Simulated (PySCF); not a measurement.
**Magnetic susceptibility: `C=CC(=C)OCC`, C6H10O**

Geometry:
```tsv
atom	x (Å)	y (Å)	z (Å)
C1	2.458	-0.477	0.789
C2	2.150	-0.207	-0.472
C3	0.790	0.039	-0.952
C4	0.548	0.305	-2.239
O5	-0.144	-0.037	0.035
C6	-1.495	0.182	-0.304
C7	-2.324	0.045	0.964
H8	3.474	-0.652	1.098
H9	1.698	-0.532	1.548
H10	2.915	-0.153	-1.234
H11	1.362	0.342	-2.939
H12	-0.431	0.492	-2.637
H13	-1.818	-0.555	-1.053
H14	-1.616	1.188	-0.731
H15	-2.200	-0.950	1.383
H16	-3.374	0.209	0.738
H17	-1.999	0.774	1.701
```

Computed with GIAO PBE0/pcSseg-1 magnetisability, rotational g tensor and spin-rotation constants, non-relativistic, gas phase in PySCF 2.14.0. Geometry: GFN2-xTB.

(1) How diamagnetic is it, and how anisotropic?

(2) Split it along the inertial axes a, b, c into diamagnetic and paramagnetic parts about the centre of mass, with the quadrupole moment.

(3) And the rotational g tensor?

Results:

(1) Isotropic -1108 × 10⁻³⁰ J/T², or -66.7 × 10⁻⁶ cm³/mol; principal values -1303, -1046, -974 × 10⁻³⁰ J/T², anisotropy 299 × 10⁻³⁰ J/T² (root of half the summed squared differences of the principal values). The susceptibility is in cgs units.

(2) 
```
axis  χ (10⁻⁶ cm³/mol)  diamagnetic (10⁻⁶ cm³/mol)  paramagnetic (10⁻⁶ cm³/mol)  summed x² of all electrons (Å²)  quadrupole Θ (D Å)
   a             -59.3                      -383.7                        324.3                            178.5               +6.76
   b             -62.4                      -812.3                        750.0                             77.5               +0.10
   c             -78.4                     -1086.3                       1007.8                             12.9               -6.86
```
Anisotropies 2χaa − χbb − χcc = +22.1 and 2χbb − χaa − χcc = +13.0 × 10⁻⁶ cm³/mol. Θ is traceless in Buckingham's convention.

(3) 
```csv
axis,rotational constant (GHz),g,nuclear part,electronic part
a,4.4328,-0.0408,0.6346,-0.6754
b,1.7419,-0.0103,0.6034,-0.6137
c,1.2704,+0.0045,0.6060,-0.6015
```
Asymmetric top; isotopes 12C, 1H, 16O; no vibrational averaging.
